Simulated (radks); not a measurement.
The hydrogen anion H-, [He], held by a Watson sphere: a shell of charge +1 at radius R that stands for the Madelung well of a crystal (potential energy -1/R inside, -1/r outside, in hartree with lengths in bohr). Method: scalar-relativistic Kohn-Sham, LB94 model potential, spin-unpolarised, spherical densities, finite nucleus; Fermi nuclear charge, rms radius of each element as measured or else 0.836 A^(1/3) + 0.57 fm; computed with a radial shooting solver on a logarithmic mesh with Libxc functionals. Response by self-consistent Sternheimer equations with the Hartree and adiabatic LDA kernel, the relativistic mass of each level held fixed and spin-orbit coupling left out. The sphere does not respond.

| R (bohr) | e(1s) (eV) | <r> 1s (bohr) | sum of <r^2> (bohr^2) | X-ray form factor at sin(theta)/lambda = 0.2 1/angstrom | alpha (bohr^3) |
|---|---|---|---|---|---|
| 1.5 | -12.453 | 1.625 | 6.933 | 0.857 | 9.685 |
| 1.56 | -12.220 | 1.648 | 7.132 | 0.840 | 10.23 |
| 2.19 | -10.249 | 1.851 | 9.086 | 0.706 | 16.58 |
| 2.37 | -9.805 | 1.898 | 9.592 | 0.680 | 18.56 |
| 2.81 | -8.872 | 1.996 | 10.72 | 0.635 | 23.63 |
| 2.89 | -8.721 | 2.012 | 10.91 | 0.629 | 24.58 |
| 2.96 | -8.594 | 2.025 | 11.07 | 0.624 | 25.41 |
| 3.08 | -8.384 | 2.046 | 11.34 | 0.617 | 26.84 |
| 3.22 | -8.152 | 2.069 | 11.64 | 0.610 | 28.52 |
